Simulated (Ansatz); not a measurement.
## Nudged elastic band run: C2H2ClFSi

Input file:

```yaml
crystal:
  periodic: [false, false, false]
  atoms:
    - { symbol: F, position_ang: [1.11895, -1.309659, 1.519944] }
    - { symbol: C, position_ang: [0.476159, -0.57577, 0.643552] }
    - { symbol: C, position_ang: [-0.520298, -0.744044, -0.226422] }
    - { symbol: Cl, position_ang: [-1.568248, -1.981252, -0.742845] }
    - { symbol: Si, position_ang: [0.136725, 0.974225, -0.25576] }
    - { symbol: H, position_ang: [-0.599394, 2.108364, 0.372295] }
    - { symbol: H, position_ang: [1.017407, 1.460036, -1.356464] }
magnetization:
  spin_polarized: true
basis:
  gaussian: { orbitals: def2-SVP }
hamiltonian:
  xc: pbe0
neb:
  order_check: false
  images: 7
  f_tol: 0.05
  max_iterations: 60
  max_displacement: 0.02
  optimiser: fire
  final_atoms:
    - { symbol: F, position_ang: [1.38220977, -1.4089771, 0.73878079] }
    - { symbol: C, position_ang: [0.74639548, -0.3320375, 0.33952841] }
    - { symbol: C, position_ang: [-0.50236847, -0.34491535, -0.17539545] }
    - { symbol: Cl, position_ang: [-1.30851671, -1.88145489, -0.31399322] }
    - { symbol: Si, position_ang: [-1.39025098, 1.2145544, -0.74097061] }
    - { symbol: H, position_ang: [-0.19105853, 2.09638231, -0.35587241] }
    - { symbol: H, position_ang: [1.32489044, 0.58834814, 0.46222249] }
  initial_path:
    images:
      - { positions_ang: [[1.11895, -1.309659, 1.519944], [0.476159, -0.57577, 0.643552], [-0.520298, -0.744044, -0.226422], [-1.568248, -1.981252, -0.742845], [0.136725, 0.974225, -0.25576], [-0.599394, 2.108364, 0.372295], [1.017407, 1.460036, -1.356464]] }
      - { positions_ang: [[1.19159479, -1.28609316, 1.29478805], [0.45076559, -0.4979679, 0.63406532], [-0.59721804, -0.67876604, -0.16413776], [-1.48859154, -1.96793756, -0.71679935], [0.08896156, 0.99402985, -0.31814098], [-0.63840477, 2.14808111, 0.29435007], [1.0541934, 1.22055369, -1.06982534]] }
      - { positions_ang: [[1.26423958, -1.26252732, 1.06963209], [0.42537218, -0.42016581, 0.62457864], [-0.67413808, -0.61348807, -0.10185353], [-1.40893507, -1.95462312, -0.69075371], [0.04119813, 1.01383471, -0.38052195], [-0.67741553, 2.18779823, 0.21640514], [1.09097981, 0.98107139, -0.78318667]] }
      - { positions_ang: [[1.33688437, -1.23896147, 0.84447614], [0.39997877, -0.34236371, 0.61509195], [-0.75105812, -0.54821011, -0.03956929], [-1.32927861, -1.94130868, -0.66470806], [-0.00656531, 1.03363956, -0.44290293], [-0.7164263, 2.22751534, 0.13846021], [1.12776621, 0.74158908, -0.49654801]] }
      - { positions_ang: [[1.40952916, -1.21539563, 0.61932018], [0.37458536, -0.26456162, 0.60560527], [-0.82797817, -0.48293215, 0.02271494], [-1.24962215, -1.92799425, -0.63866242], [-0.05432875, 1.05344442, -0.50528391], [-0.75543706, 2.26723245, 0.06051528], [1.16455261, 0.50210678, -0.20990935]] }
      - { positions_ang: [[1.40269931, -1.263791, 0.64918533], [0.46753789, -0.28143059, 0.53908605], [-0.74657574, -0.44842795, -0.02681265], [-1.26434579, -1.91635941, -0.55749512], [-0.3883093, 1.09372191, -0.56420558], [-0.61434243, 2.22451992, -0.04358165], [1.20463707, 0.52366712, -0.04187639]] }
      - { positions_ang: [[1.39586946, -1.31218637, 0.67905049], [0.56049042, -0.29829956, 0.47256684], [-0.66517332, -0.41392375, -0.07634025], [-1.27906943, -1.90472457, -0.47632782], [-0.72228986, 1.13399941, -0.62312726], [-0.4732478, 2.18180738, -0.14767857], [1.24472153, 0.54522746, 0.12615657]] }
      - { positions_ang: [[1.38903962, -1.36058173, 0.70891564], [0.65344295, -0.31516853, 0.40604762], [-0.5837709, -0.37941955, -0.12586785], [-1.29379307, -1.89308973, -0.39516052], [-1.05627042, 1.17427691, -0.68204894], [-0.33215317, 2.13909484, -0.25177549], [1.28480599, 0.5667878, 0.29418953]] }
      - { positions_ang: [[1.38220977, -1.4089771, 0.73878079], [0.74639548, -0.3320375, 0.33952841], [-0.50236847, -0.34491535, -0.17539545], [-1.30851671, -1.88145489, -0.31399322], [-1.39025098, 1.2145544, -0.74097061], [-0.19105853, 2.09638231, -0.35587241], [1.32489044, 0.58834814, 0.46222249]] }
```

Command:

```bash
$ ansatz run input.yaml --threads 2 --pin off --max-ram 3072MiB --backend cpu --events-out ev --progress --plain --runs-dir out
```

Output, in part (warnings, iteration lines):

```
NEB end point (image 0): max|allowed force component| = 1.146e-2 eV/Å (the criterion of neb.relax_end_points is 1.000e-2)
NEB end point (image 8): max|allowed force component| = 3.799e-3 eV/Å (the criterion of neb.relax_end_points is 1.000e-2)
NEB iter   1: max|band force component| = 1.412e1 eV/Å  barrier→ = 4.8799 eV  barrier← = 4.7318 eV  Δτ_max = 0.0200 Å  (759 SCF iters)
NEB iter   2: max|band force component| = 1.136e1 eV/Å  barrier→ = 4.6693 eV  barrier← = 4.5211 eV  Δτ_max = 0.0200 Å  (386 SCF iters)
NEB iter   3: max|band force component| = 9.021e0 eV/Å  barrier→ = 4.4283 eV  barrier← = 4.2801 eV  Δτ_max = 0.0200 Å  (382 SCF iters)
NEB iter   4: max|band force component| = 8.240e0 eV/Å  barrier→ = 4.1574 eV  barrier← = 4.0092 eV  Δτ_max = 0.0200 Å  (335 SCF iters)
NEB iter   5: max|band force component| = 7.581e0 eV/Å  barrier→ = 3.9464 eV  barrier← = 3.7983 eV  Δτ_max = 0.0200 Å  (405 SCF iters)
NEB iter   6: max|band force component| = 6.965e0 eV/Å  barrier→ = 3.8364 eV  barrier← = 3.6882 eV  Δτ_max = 0.0200 Å  (375 SCF iters)
NEB iter   7: max|band force component| = 6.379e0 eV/Å  barrier→ = 3.7419 eV  barrier← = 3.5938 eV  Δτ_max = 0.0200 Å  (312 SCF iters)
NEB iter   8: max|band force component| = 5.815e0 eV/Å  barrier→ = 3.6617 eV  barrier← = 3.5136 eV  Δτ_max = 0.0200 Å  (311 SCF iters)
NEB iter   9: max|band force component| = 5.271e0 eV/Å  barrier→ = 3.5937 eV  barrier← = 3.4455 eV  Δτ_max = 0.0200 Å  (321 SCF iters)
NEB iter  10: max|band force component| = 4.745e0 eV/Å  barrier→ = 3.5354 eV  barrier← = 3.3872 eV  Δτ_max = 0.0200 Å  (314 SCF iters)
NEB iter  11: max|band force component| = 4.239e0 eV/Å  barrier→ = 3.4843 eV  barrier← = 3.3361 eV  Δτ_max = 0.0200 Å  (403 SCF iters)
NEB iter  12: max|band force component| = 3.753e0 eV/Å  barrier→ = 3.4382 eV  barrier← = 3.2900 eV  Δτ_max = 0.0200 Å  (374 SCF iters)
NEB iter  13: max|band force component| = 3.287e0 eV/Å  barrier→ = 3.3951 eV  barrier← = 3.2470 eV  Δτ_max = 0.0200 Å  (353 SCF iters)
NEB iter  14: max|band force component| = 2.845e0 eV/Å  barrier→ = 3.3535 eV  barrier← = 3.2053 eV  Δτ_max = 0.0200 Å  (457 SCF iters)
NEB iter  15: max|band force component| = 2.391e0 eV/Å  barrier→ = 3.3119 eV  barrier← = 3.1638 eV  Δτ_max = 0.0200 Å  (379 SCF iters)
NEB iter  16: max|band force component| = 1.959e0 eV/Å  barrier→ = 3.2688 eV  barrier← = 3.1206 eV  Δτ_max = 0.0200 Å  (312 SCF iters)
NEB iter  17: max|band force component| = 1.563e0 eV/Å  barrier→ = 3.2226 eV  barrier← = 3.0744 eV  Δτ_max = 0.0200 Å  (307 SCF iters)
NEB iter  18: max|band force component| = 1.207e0 eV/Å  barrier→ = 3.1719 eV  barrier← = 3.0238 eV  Δτ_max = 0.0189 Å  (307 SCF iters)
NEB iter  19: max|band force component| = 9.342e-1 eV/Å  barrier→ = 3.1180 eV  barrier← = 2.9698 eV  Δτ_max = 0.0200 Å  (310 SCF iters)
NEB iter  20: max|band force component| = 9.044e-1 eV/Å  barrier→ = 3.0587 eV  barrier← = 2.9106 eV  Δτ_max = 0.0133 Å  (303 SCF iters)
NEB iter  21: max|band force component| = 8.803e-1 eV/Å  barrier→ = 3.0155 eV  barrier← = 2.8673 eV  Δτ_max = 0.0200 Å  (271 SCF iters)
NEB iter  22: max|band force component| = 8.396e-1 eV/Å  barrier→ = 2.9539 eV  barrier← = 2.8057 eV  Δτ_max = 0.0123 Å  (291 SCF iters)
NEB iter  23: max|band force component| = 8.164e-1 eV/Å  barrier→ = 2.9181 eV  barrier← = 2.7699 eV  Δτ_max = 0.0200 Å  (277 SCF iters)
NEB iter  24: max|band force component| = 7.738e-1 eV/Å  barrier→ = 2.8626 eV  barrier← = 2.7144 eV  Δτ_max = 0.0115 Å  (275 SCF iters)
NEB iter  25: max|band force component| = 7.532e-1 eV/Å  barrier→ = 2.8323 eV  barrier← = 2.6841 eV  Δτ_max = 0.0200 Å  (281 SCF iters)
NEB iter  26: max|band force component| = 7.109e-1 eV/Å  barrier→ = 2.7815 eV  barrier← = 2.6333 eV  Δτ_max = 0.0107 Å  (263 SCF iters)
NEB iter  27: max|band force component| = 6.933e-1 eV/Å  barrier→ = 2.7553 eV  barrier← = 2.6072 eV  Δτ_max = 0.0200 Å  (258 SCF iters)
NEB iter  28: max|band force component| = 6.522e-1 eV/Å  barrier→ = 2.7083 eV  barrier← = 2.5601 eV  Δτ_max = 0.0100 Å  (274 SCF iters)
NEB iter  29: max|band force component| = 6.376e-1 eV/Å  barrier→ = 2.6855 eV  barrier← = 2.5373 eV  Δτ_max = 0.0198 Å  (277 SCF iters)
NEB iter  30: max|band force component| = 5.980e-1 eV/Å  barrier→ = 2.6419 eV  barrier← = 2.4937 eV  Δτ_max = 0.0200 Å  (269 SCF iters)
NEB iter  31: max|band force component| = 5.561e-1 eV/Å  barrier→ = 2.5997 eV  barrier← = 2.4515 eV  Δτ_max = 0.0089 Å  (270 SCF iters)
NEB iter  32: max|band force component| = 5.525e-1 eV/Å  barrier→ = 2.5813 eV  barrier← = 2.4332 eV  Δτ_max = 0.0177 Å  (255 SCF iters)
NEB iter  33: max|band force component| = 5.216e-1 eV/Å  barrier→ = 2.5459 eV  barrier← = 2.3978 eV  Δτ_max = 0.0200 Å  (268 SCF iters)
NEB iter  34: max|band force component| = 5.183e-1 eV/Å  barrier→ = 2.5074 eV  barrier← = 2.3593 eV  CI = image 4  Δτ_max = 0.0086 Å  (268 SCF iters)
NEB iter  35: max|band force component| = 5.120e-1 eV/Å  barrier→ = 2.4944 eV  barrier← = 2.3462 eV  CI = image 4  Δτ_max = 0.0170 Å  (250 SCF iters)
NEB iter  36: max|band force component| = 4.684e-1 eV/Å  barrier→ = 2.4686 eV  barrier← = 2.3205 eV  CI = image 4  Δτ_max = 0.0200 Å  (276 SCF iters)
NEB iter  37: max|band force component| = 4.331e-1 eV/Å  barrier→ = 2.4383 eV  barrier← = 2.2902 eV  CI = image 4  Δτ_max = 0.0073 Å  (275 SCF iters)
NEB iter  38: max|band force component| = 4.354e-1 eV/Å  barrier→ = 2.4267 eV  barrier← = 2.2786 eV  CI = image 4  Δτ_max = 0.0144 Å  (249 SCF iters)
NEB iter  39: max|band force component| = 4.157e-1 eV/Å  barrier→ = 2.4043 eV  barrier← = 2.2561 eV  CI = image 4  Δτ_max = 0.0200 Å  (271 SCF iters)
NEB iter  40: max|band force component| = 3.807e-1 eV/Å  barrier→ = 2.3744 eV  barrier← = 2.2262 eV  CI = image 4  Δτ_max = 0.0062 Å  (275 SCF iters)
NEB iter  41: max|band force component| = 3.878e-1 eV/Å  barrier→ = 2.3650 eV  barrier← = 2.2168 eV  CI = image 4  Δτ_max = 0.0124 Å  (238 SCF iters)
NEB iter  42: max|band force component| = 3.630e-1 eV/Å  barrier→ = 2.3469 eV  barrier← = 2.1988 eV  CI = image 4  Δτ_max = 0.0182 Å  (271 SCF iters)
NEB iter  43: max|band force component| = 3.230e-1 eV/Å  barrier→ = 2.3217 eV  barrier← = 2.1735 eV  CI = image 4  Δτ_max = 0.0200 Å  (275 SCF iters)
NEB iter  44: max|band force component| = 3.022e-1 eV/Å  barrier→ = 2.2956 eV  barrier← = 2.1474 eV  CI = image 4  Δτ_max = 0.0050 Å  (274 SCF iters)
NEB iter  45: max|band force component| = 2.880e-1 eV/Å  barrier→ = 2.2893 eV  barrier← = 2.1411 eV  CI = image 4  Δτ_max = 0.0099 Å  (257 SCF iters)
NEB iter  46: max|band force component| = 2.882e-1 eV/Å  barrier→ = 2.2770 eV  barrier← = 2.1288 eV  CI = image 4  Δτ_max = 0.0145 Å  (271 SCF iters)
NEB iter  47: max|band force component| = 2.711e-1 eV/Å  barrier→ = 2.2598 eV  barrier← = 2.1117 eV  CI = image 4  Δτ_max = 0.0189 Å  (277 SCF iters)
NEB iter  48: max|band force component| = 2.374e-1 eV/Å  barrier→ = 2.2392 eV  barrier← = 2.0910 eV  CI = image 4  Δτ_max = 0.0200 Å  (276 SCF iters)
NEB iter  49: max|band force component| = 2.288e-1 eV/Å  barrier→ = 2.2191 eV  barrier← = 2.0709 eV  CI = image 4  Δτ_max = 0.0038 Å  (263 SCF iters)
NEB iter  50: max|band force component| = 2.252e-1 eV/Å  barrier→ = 2.2157 eV  barrier← = 2.0675 eV  CI = image 4  Δτ_max = 0.0075 Å  (244 SCF iters)
NEB iter  51: max|band force component| = 2.154e-1 eV/Å  barrier→ = 2.2090 eV  barrier← = 2.0609 eV  CI = image 4  Δτ_max = 0.0112 Å  (252 SCF iters)
NEB iter  52: max|band force component| = 2.045e-1 eV/Å  barrier→ = 2.1998 eV  barrier← = 2.0517 eV  CI = image 4  Δτ_max = 0.0146 Å  (260 SCF iters)
NEB iter  53: max|band force component| = 1.942e-1 eV/Å  barrier→ = 2.1888 eV  barrier← = 2.0406 eV  CI = image 4  Δτ_max = 0.0178 Å  (277 SCF iters)
NEB iter  54: max|band force component| = 2.259e-1 eV/Å  barrier→ = 2.1767 eV  barrier← = 2.0285 eV  CI = image 4  Δτ_max = 0.0200 Å  (299 SCF iters)
NEB iter  55: max|band force component| = 2.582e-1 eV/Å  barrier→ = 2.1651 eV  barrier← = 2.0170 eV  CI = image 4  Δτ_max = 0.0040 Å  (271 SCF iters)
NEB iter  56: max|band force component| = 3.546e-1 eV/Å  barrier→ = 2.1643 eV  barrier← = 2.0162 eV  CI = image 4  Δτ_max = 0.0064 Å  (262 SCF iters)
NEB iter  57: max|band force component| = 5.996e-1 eV/Å  barrier→ = 2.1644 eV  barrier← = 2.0162 eV  CI = image 4  Δτ_max = 0.0025 Å  (250 SCF iters)
NEB iter  58: max|band force component| = 2.317e-1 eV/Å  barrier→ = 2.1621 eV  barrier← = 2.0139 eV  CI = image 4  Δτ_max = 0.0032 Å  (236 SCF iters)
NEB iter  59: max|band force component| = 2.828e-1 eV/Å  barrier→ = 2.1617 eV  barrier← = 2.0135 eV  CI = image 4  Δτ_max = 0.0012 Å  (243 SCF iters)
NEB iter  60: max|band force component| = 1.541e-1 eV/Å  barrier→ = 2.1609 eV  barrier← = 2.0128 eV  CI = image 4  Δτ_max = 0.0016 Å  (236 SCF iters)
Error: NEB band did not converge after 60 iterations: max|band force component| = 1.54e-1 eV/Å (threshold 5.0e-2); raise `neb.max_iterations` in a new run, which can start from the last band evaluated (`neb.initial_path`, with `crystal.atoms` and `neb.final_atoms` set to its first and last images), …
```

It did not converge within its limit. The band didn't meet its force threshold, so its energies are provisional: the largest band force was still 0.15 eV/Å, and over the last iterations the top stayed at 2.16 eV. The orbitals stay closed-shell, which can raise the energy where a bond breaks towards radicals; this wasn't checked here.

Final band (atoms are numbered from 1 in the order of the input):

| image | path coordinate (Å) | energy (eV) | C2–Si5 (Å) | Si5–H7 (Å) | C2–H7 (Å) |
| --- | --- | --- | --- | --- | --- |
| 0 | 0.00 | 0.00 | 1.82 | 1.49 | 2.90 |
| 1 | 0.40 | 0.14 | 1.81 | 1.48 | 2.71 |
| 2 | 0.82 | 0.66 | 1.81 | 1.47 | 2.42 |
| 3 | 1.26 | 1.62 | 1.92 | 1.47 | 2.07 |
| 4 | 1.71 | 2.16 | 2.11 | 1.54 | 1.68 |
| 5 | 2.33 | 1.34 | 2.31 | 1.92 | 1.17 |
| 6 | 2.93 | 0.78 | 2.58 | 2.43 | 1.10 |
| 7 | 3.52 | 0.28 | 2.76 | 2.85 | 1.09 |
| 8 | 4.09 | 0.15 | 2.85 | 3.04 | 1.09 |

The run took 23 min on 2 threads of Arm Neoverse V1, on a shared host, peak memory 0.3 GiB.
